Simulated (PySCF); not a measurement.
Orbital picture of SbBr

PBE0 at R = 2.501 Å; PySCF, scalar-relativistic core potentials, basis sets Sb cc-pVTZ-PP with ECP28, Br cc-pVTZ-PP with ECP10. State: ³Σ⁻ (triplet), unpaired electrons π ↑↑. Only the outer orbitals are listed, counted within each symmetry, core potentials removing the inner ones.

```tsv
spin	orbital	occ.	ε (eV)	on Sb (%)	main shells (%)
α	7σ	1	-22.17	7	93 Br s
α	8σ	1	-15.58	86	86 Sb s, 8 Br p
α	9σ	1	-9.60	39	60 Br p, 30 Sb p
α	5π	1	-9.00	18	82 Br p, 17 Sb p
α	5π	1	-9.00	18	82 Br p, 17 Sb p
α	6π	1	-6.35	83	83 Sb p, 16 Br p
α	6π	1	-6.35	83	83 Sb p, 16 Br p
α	10σ	0	-1.95	80	76 Sb p, 24 Br p
α	11σ	0	2.07	105	100 Sb s
α	3δ	0	4.23	97	97 Sb d
β	7σ	1	-22.00	5	94 Br s
β	8σ	1	-14.01	80	79 Sb s, 15 Br p
β	9σ	1	-9.21	42	57 Br p, 26 Sb p, 15 Sb s
β	5π	1	-8.58	7	92 Br p
β	5π	1	-8.58	7	92 Br p
β	6π	0	-2.99	93	93 Sb p
β	6π	0	-2.99	93	93 Sb p
β	10σ	0	-1.38	83	79 Sb p, 20 Br p
```

Task: Which are the highest filled and the lowest empty level, where do they sit, and how wide is the gap?

Result: Highest filled α 6π at -6.35 eV (in %: 83 Sb p, 16 Br p); lowest empty β 6π at -2.99 eV (in %: 93 Sb p); the gap at PBE0 is 3.36 eV. Both belong to one degenerate shell, split only by its one-sided filling, so this is no excitation gap.

The bond order (Mayer) is 1.14. The ⟨S²⟩ is 2.005 and the charge on Sb (Mulliken, basis-dependent) is 0.24. The charge on Sb (Löwdin, basis-dependent) is 0.10. The dipole moment (positive dipole means Sb(−)Br(+)) is -1.87 D. The polarisability along the bond is 81.2 bohr³ and the polarisability across the bond is 44.8 bohr³.

Shares are Mulliken populations and can fall outside 0 to 100 %.

Spin–orbit coupling is left out. The state is the lowest determinant that a PBE0 search found; another state may lie lower at other levels.
